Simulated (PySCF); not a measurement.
## Electron correlation in Sr (strontium, neutral)

[Kr] 5s2, closed-shell 1S. All numbers are calculated (PySCF 2.14, the spin-free X2C one-electron Hamiltonian (Gaussian nucleus), in x2c-SVPall (6s4p5d1f, 50 functions)). Frozen: [Kr]; 2 electrons correlated.

Total MP2 correlation energy: -15.74 mhartree.

Same-spin part 0.00 and opposite-spin part -15.74 mhartree; SCS-MP2 scales them by 1/3 and 6/5 to -18.89 mhartree.

With two correlated electrons CCSD is exact within the correlated space (frozen core and kept virtual orbitals).

| level | correlation energy (mhartree) |
| --- | --- |
| CCSD | -24.20 |

Diagnostics: T1 = 0.0074, D1 = 0.0104, largest double amplitude 0.160.

A double-excitation amplitude exceeds 0.15, a sign of near-degeneracy.

Cost of the coupled-cluster step: 0.14 s of wall time on 1 thread of Intel(R) Xeon(R) Platinum 8559C (shared host), for 2 correlated electrons.

Iterations:

```
CC2 = 0
CCSD nocc = 1, nmo = 32
frozen orbitals [0, 1, 2, 3, 4, 5, 6, 7, 8, 9, 10, 11, 12, 13, 14, 15, 16, 17]
max_cycle = 100
direct = 0
conv_tol = 1e-08
conv_tol_normt = 1e-06
diis_space = 8
diis_start_cycle = 0
Init t2, MP2 energy = -3177.03990948045  E_corr(MP2) -0.015741611049504
Init E_corr(CCSD) = -0.015741611049504
cycle = 1  E_corr(CCSD) = -0.0208718776107798  dE = -0.00513026656  norm(t1,t2) = 0.064726
cycle = 2  E_corr(CCSD) = -0.0227141079506916  dE = -0.00184223034  norm(t1,t2) = 0.0281587
cycle = 3  E_corr(CCSD) = -0.0241580553625109  dE = -0.00144394741  norm(t1,t2) = 0.0141764
cycle = 4  E_corr(CCSD) = -0.0242033042815647  dE = -4.52489191e-05  norm(t1,t2) = 0.00299282
cycle = 5  E_corr(CCSD) = -0.0242124824560523  dE = -9.17817449e-06  norm(t1,t2) = 0.000821449
cycle = 6  E_corr(CCSD) = -0.0241974662305466  dE = 1.50162255e-05  norm(t1,t2) = 0.000120575
cycle = 7  E_corr(CCSD) = -0.0242039227023953  dE = -6.45647185e-06  norm(t1,t2) = 4.48635e-05
cycle = 8  E_corr(CCSD) = -0.0242026390629373  dE = 1.28363946e-06  norm(t1,t2) = 1.11326e-05
cycle = 9  E_corr(CCSD) = -0.0242026484454183  dE = -9.38248094e-09  norm(t1,t2) = 4.29087e-07
CCSD converged
E(CCSD) = -3177.048370517844  E_corr = -0.02420264844541828
```
